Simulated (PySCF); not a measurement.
# Vertical excitation energies

Species: C5H10NP.
InChI=1S/C5H10NP/c1-5-3-2-4-7(5)6/h3H,2,4,6H2,1H3

Method used: TDDFT CAM-B3LYP/def2-SVPD, vertical, gas phase, core orbitals frozen in the response in PySCF. The structure is a single GFN2-xTB conformer in the gas phase; no vibrational or solvent corrections.

Task: List the vertical singlet excitations with oscillator strengths and describe the spectrum.

Result: 

```tsv
state	E (eV)	λ (nm)	ν̃ (cm⁻¹)	f	main configurations (H = HOMO, L = LUMO)
S1	5.64	219.8	45500	0.064	H→L (66%), H→L+1 (15%), H-1→L (13%)
S2	6.19	200.4	49890	0.047	H-1→L (58%), H→L (18%), H-2→L (14%)
S3	6.44	192.4	51980	0.0043	H→L+1 (72%)
S4	6.64	186.6	53590	0.044	H-2→L (38%), H→L+2 (28%), H→L+5 (8%)
S5	6.83	181.6	55070	0.024	H→L+2 (25%), H-2→L (23%), H-1→L (12%)
S6	6.86	180.6	55360	0.093	H-1→L+1 (56%), H-1→L+3 (9%)
S7	7.10	174.7	57230	0.044	H→L+3 (39%), H→L+5 (27%), H-2→L+1 (10%)
S8	7.17	172.9	57820	0.033	H-2→L+1 (36%), H→L+5 (13%), H-1→L+2 (10%)
```

Triplets, Tamm–Dancoff:

| state | E (eV) | λ (nm) | main configurations (H = HOMO, L = LUMO) |
| --- | --- | --- | --- |
| T1 | 4.20 | 295.1 | H→L (34%), H→L+1 (16%), H-1→L (12%) |
| T2 | 5.14 | 241.3 | H→L (33%), H-1→L (28%), H-1→L+1 (10%) |
| T3 | 5.48 | 226.2 | H→L+5 (32%), H→L+2 (22%), H→L+4 (8%) |

The lowest singlet comes at 220 nm (544 kJ/mol) in the ultraviolet; it is of moderate strength; its leading configuration is HOMO→LUMO (66%). The strongest level in the table is S6 at 6.86 eV (181 nm, f = 0.093). Löwdin shares by element: HOMO phosphorus 44%, carbon 25% or more, nitrogen 10% (atoms not listed hold the other 20%); LUMO carbon 33% or more, phosphorus 13%, nitrogen 10% (atoms not listed hold the other 44%). Of the 8 states listed, 7 reach f = 0.01 and none stays under 0.0005. The listed states span 1.53 eV, and the widest gap between neighbours is 0.54 eV (S1 to S2). The oscillator strengths of these states sum to 0.353; summed over the whole spectrum of an exact calculation they would give the number of electrons, 62 (Thomas–Reiche–Kuhn). Only the lowest 8 singlets were computed, as vertical energies without vibronic structure.

Cost: about 1.9 min of CPU time on one thread; the machine was shared, so the figure is rough.
